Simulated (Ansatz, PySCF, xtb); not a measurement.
Dimer: N2 (SMILES N#N) (first 2 atoms) with GeH4 (SMILES [GeH4]); geometry from B3LYP-D3(BJ)/def2-TZVP, rigid monomers moved along the line of their centres of mass till N2···Ge3 is 5.04 Å.
(charge 0, multiplicity 1):
```tsv
atom	x (Å)	y (Å)	z (Å)
N	-0.2136	-0.0766	-1.1125
N	-0.5000	0.3781	-0.1633
Ge	0.3200	-0.1341	4.7826
H	0.6981	-0.4556	6.2369
H	-0.3609	-1.3573	4.1512
H	1.5899	0.2086	3.9901
H	-0.6421	1.0615	4.7548
```

```json
[
 {"level": "GFN1-xTB", "interaction energy (meV)": "-64.1", "minus CCSD(T)/CBS(aug-cc-pVDZ, aug-cc-pVTZ)": "-57.5"},
 {"level": "HF/3-21G (no counterpoise)", "interaction energy (meV)": "-6.2", "minus CCSD(T)/CBS(aug-cc-pVDZ, aug-cc-pVTZ)": "0.4"},
 {"level": "HF/aug-cc-pVDZ", "interaction energy (meV)": "-0.8", "minus CCSD(T)/CBS(aug-cc-pVDZ, aug-cc-pVTZ)": "5.8"},
 {"level": "HF/aug-cc-pVTZ", "interaction energy (meV)": "-0.8", "minus CCSD(T)/CBS(aug-cc-pVDZ, aug-cc-pVTZ)": "5.7"},
 {"level": "BP86/6-31G* (no counterpoise)", "interaction energy (meV)": "-4.1", "minus CCSD(T)/CBS(aug-cc-pVDZ, aug-cc-pVTZ)": "2.5"},
 {"level": "B3LYP/3-21G (no counterpoise)", "interaction energy (meV)": "-6.8", "minus CCSD(T)/CBS(aug-cc-pVDZ, aug-cc-pVTZ)": "-0.2"},
 {"level": "B3LYP/def2-TZVPPD", "interaction energy (meV)": "1.7", "minus CCSD(T)/CBS(aug-cc-pVDZ, aug-cc-pVTZ)": "8.3"},
 {"level": "B3LYP-D3(BJ)/def2-TZVPPD", "interaction energy (meV)": "-6.1", "minus CCSD(T)/CBS(aug-cc-pVDZ, aug-cc-pVTZ)": "0.5"},
 {"level": "PBE0/def2-TZVPPD", "interaction energy (meV)": "-2.3", "minus CCSD(T)/CBS(aug-cc-pVDZ, aug-cc-pVTZ)": "4.2"},
 {"level": "wB97X-V/def2-TZVPPD", "interaction energy (meV)": "-6.3", "minus CCSD(T)/CBS(aug-cc-pVDZ, aug-cc-pVTZ)": "0.2"},
 {"level": "MP2/aug-cc-pVTZ", "interaction energy (meV)": "-7.1", "minus CCSD(T)/CBS(aug-cc-pVDZ, aug-cc-pVTZ)": "-0.6"},
 {"level": "MP2/CBS(aug-cc-pVDZ, aug-cc-pVTZ)", "interaction energy (meV)": "-7.2", "minus CCSD(T)/CBS(aug-cc-pVDZ, aug-cc-pVTZ)": "-0.6"},
 {"level": "CCSD(T)/aug-cc-pVTZ", "interaction energy (meV)": "-6.5", "minus CCSD(T)/CBS(aug-cc-pVDZ, aug-cc-pVTZ)": "0.0"},
 {"level": "CCSD(T)/CBS(aug-cc-pVDZ, aug-cc-pVTZ)", "interaction energy (meV)": "-6.6", "minus CCSD(T)/CBS(aug-cc-pVDZ, aug-cc-pVTZ)": "0.0"}
]
```

 The comparison column counts from a level with limits of its own.

The rows run from -64.1 (GFN1-xTB) to 1.7 meV (B3LYP/def2-TZVPPD). In aug-cc-pVTZ the value moves HF -0.8, MP2 -7.1, CCSD(T) -6.5, a shift of -5.7 from HF to CCSD(T). The dispersion term adds -7.8 in B3LYP-D3(BJ). The 3 functionals in def2-TZVPPD without D3 or D4 span 8.1, from wB97X-V to B3LYP.

Interaction energies are E(AB) − E(A) − E(B) at the monomers' geometry in the complex; basis-set methods are counterpoise corrected. Rows marked so take none.

Cores are frozen in the correlated methods. Filled d and f shells under p-block atoms count as core. CBS: X⁻³ extrapolation of the correlation energy, Hartree–Fock from the larger set. Rows in 3-21G, 6-31G* carry no dispersion term and start afresh at each structure (6-31G* with six Cartesian d functions); the Pople sets are all-electron and without relativity.

Programs: Ansatz (an electronic-structure program) with Gaussian orbitals; PySCF for 3-21G rows, 6-31G* rows, the dispersion terms; xtb for the GFN methods. Each number belongs to the level named beside it.
